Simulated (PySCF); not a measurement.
Species: C4H9ClOSi.
Atom-mapped SMILES: `[CH3:1][O:2][C@@H:3]1[CH2:4][C@H:5]1[SiH2:6][Cl:7]` (hydrogens: H8, H9, H10 on C1; H11 on C3; H12, H13 on C4; H14 on C5; H15, H16 on Si6)

The same species was optimised twice, with GFN2-xTB and with PBE0-D3(BJ)/def2-SVP (PySCF), and the same property calculations (PySCF, gas phase) were run on both structures.

```json
{"coordinate": "Si6–Cl7 (Å)", "GFN2-xTB": "2.018", "PBE0-D3(BJ)/def2-SVP": "2.079", "change": "+0.061"}
{"coordinate": "C5–Si6 (Å)", "GFN2-xTB": "1.877", "PBE0-D3(BJ)/def2-SVP": "1.848", "change": "-0.029"}
{"coordinate": "O2–C3 (Å)", "GFN2-xTB": "1.388", "PBE0-D3(BJ)/def2-SVP": "1.374", "change": "-0.014"}
{"coordinate": "C4–C5 (Å)", "GFN2-xTB": "1.508", "PBE0-D3(BJ)/def2-SVP": "1.520", "change": "+0.012"}
{"coordinate": "C3–C4 (Å)", "GFN2-xTB": "1.488", "PBE0-D3(BJ)/def2-SVP": "1.479", "change": "-0.009"}
{"coordinate": "C1–O2 (Å)", "GFN2-xTB": "1.410", "PBE0-D3(BJ)/def2-SVP": "1.401", "change": "-0.009"}
{"coordinate": "C3–C5 (Å)", "GFN2-xTB": "1.514", "PBE0-D3(BJ)/def2-SVP": "1.515", "change": "+0.001"}
{"coordinate": "C4–C5–Si6 (°)", "GFN2-xTB": "121.8", "PBE0-D3(BJ)/def2-SVP": "122.9", "change": "+1.1"}
{"coordinate": "O2–C3–C5 (°)", "GFN2-xTB": "119.0", "PBE0-D3(BJ)/def2-SVP": "118.3", "change": "-0.7"}
{"coordinate": "C4–C3–C5 (°)", "GFN2-xTB": "60.3", "PBE0-D3(BJ)/def2-SVP": "61.0", "change": "+0.7"}
{"coordinate": "C3–C5–C4 (°)", "GFN2-xTB": "59.0", "PBE0-D3(BJ)/def2-SVP": "58.3", "change": "-0.7"}
{"coordinate": "C3–C5–Si6 (°)", "GFN2-xTB": "120.8", "PBE0-D3(BJ)/def2-SVP": "120.3", "change": "-0.5"}
{"coordinate": "C5–Si6–Cl7 (°)", "GFN2-xTB": "107.9", "PBE0-D3(BJ)/def2-SVP": "108.5", "change": "+0.6"}
{"coordinate": "O2–C3–C4 (°)", "GFN2-xTB": "117.9", "PBE0-D3(BJ)/def2-SVP": "117.6", "change": "-0.3"}
{"coordinate": "C1–O2–C3 (°)", "GFN2-xTB": "112.8", "PBE0-D3(BJ)/def2-SVP": "112.6", "change": "-0.2"}
{"coordinate": "C1–O2–C3–C4 (°)", "GFN2-xTB": "153", "PBE0-D3(BJ)/def2-SVP": "154", "change": "+1"}
{"coordinate": "C4–C5–Si6–Cl7 (°)", "GFN2-xTB": "152", "PBE0-D3(BJ)/def2-SVP": "148", "change": "-4"}
```

Rotational constants: A = 2657, B = 1063, C = 796.6 MHz (GFN2-xTB) against A = 2593, B = 1091, C = 806.4 MHz (PBE0-D3(BJ)/def2-SVP). Point groups within 0.08 Å: C1 and C1.

On the GFN2-xTB structure: lowest singlet, TDDFT (eV) 7.30 [wB97X-D/def2-SVPD]; lowest triplet, Tamm–Dancoff (eV) 7.10 [wB97X-D/def2-SVPD]; isotropic polarisability (au) 88.4 [wB97X-D/def2-SVPD]; HOMO (eV) -9.33 [wB97X-D/def2-SVPD]; LUMO (eV) 1.84 [wB97X-D/def2-SVPD]; dipole (D) 0.68 [wB97X-D/def2-SVPD]; HOMO (eV) -7.39 [PBE0/pcSseg-1]; LUMO (eV) 0.40 [PBE0/pcSseg-1]; dipole (D) 0.74 [PBE0/pcSseg-1]; GIAO shielding of C1 (ppm) 126.0 [PBE0/pcSseg-1]; GIAO shielding of O2 (ppm) 293.6 [PBE0/pcSseg-1]; GIAO shielding of C3 (ppm) 125.5 [PBE0/pcSseg-1]; GIAO shielding of C4 (ppm) 175.4 [PBE0/pcSseg-1]; GIAO shielding of C5 (ppm) 177.3 [PBE0/pcSseg-1]; GIAO shielding of Si6 (ppm) 361.6 [PBE0/pcSseg-1]; GIAO shielding of Cl7 (ppm) 999.0 [PBE0/pcSseg-1].

Q: What do these properties become on the PBE0-D3(BJ)/def2-SVP structure?

A: 
| property | level | on GFN2-xTB | on PBE0-D3(BJ)/def2-SVP | change |
| --- | --- | --- | --- | --- |
| lowest singlet, TDDFT (eV) | wB97X-D/def2-SVPD | 7.30 | 7.20 | -0.10 |
| lowest triplet, Tamm–Dancoff (eV) | wB97X-D/def2-SVPD | 7.10 | 6.98 | -0.12 |
| isotropic polarisability (au) | wB97X-D/def2-SVPD | 88.4 | 89.9 | +1.5 |
| HOMO (eV) | wB97X-D/def2-SVPD | -9.33 | -9.39 | -0.06 |
| LUMO (eV) | wB97X-D/def2-SVPD | 1.84 | 1.70 | -0.14 |
| dipole (D) | wB97X-D/def2-SVPD | 0.68 | 1.01 | +0.33 |
| energy, GFN2-xTB geometry as zero (kcal/mol) | wB97X-D/def2-SVPD | 0.0 | -1.9 | -1.9 |
| HOMO (eV) | PBE0/pcSseg-1 | -7.39 | -7.46 | -0.07 |
| LUMO (eV) | PBE0/pcSseg-1 | 0.40 | 0.22 | -0.18 |
| dipole (D) | PBE0/pcSseg-1 | 0.74 | 1.11 | +0.37 |
| energy, GFN2-xTB geometry as zero (kcal/mol) | PBE0/pcSseg-1 | 0.0 | -1.4 | -1.4 |
| GIAO shielding of C1 (ppm) | PBE0/pcSseg-1 | 126.0 | 125.4 | -0.6 |
| GIAO shielding of O2 (ppm) | PBE0/pcSseg-1 | 293.6 | 294.5 | +0.9 |
| GIAO shielding of C3 (ppm) | PBE0/pcSseg-1 | 125.5 | 125.0 | -0.5 |
| GIAO shielding of C4 (ppm) | PBE0/pcSseg-1 | 175.4 | 172.1 | -3.3 |
| GIAO shielding of C5 (ppm) | PBE0/pcSseg-1 | 177.3 | 177.6 | +0.3 |
| GIAO shielding of Si6 (ppm) | PBE0/pcSseg-1 | 361.6 | 353.4 | -8.2 |
| GIAO shielding of Cl7 (ppm) | PBE0/pcSseg-1 | 999.0 | 980.3 | -18.7 |

The heavy atoms differ by 0.047 Å rms after alignment. Among bonds between heavy atoms Si6–Cl7 changes most (+0.061 Å). Changes are differences of the printed values. Neither structure is proved a minimum here.

Shape of the structure used: `[CH3:1][O:2][C@@H:3]1[CH2:4][C@H:5]1[SiH2:6][Cl:7]`: C1–O2–C3–C4 154°, C4–C5–Si6–Cl7 148°.

wB97X-D is run here without its empirical dispersion term; that term would change no orbital, density or response property at a fixed geometry.
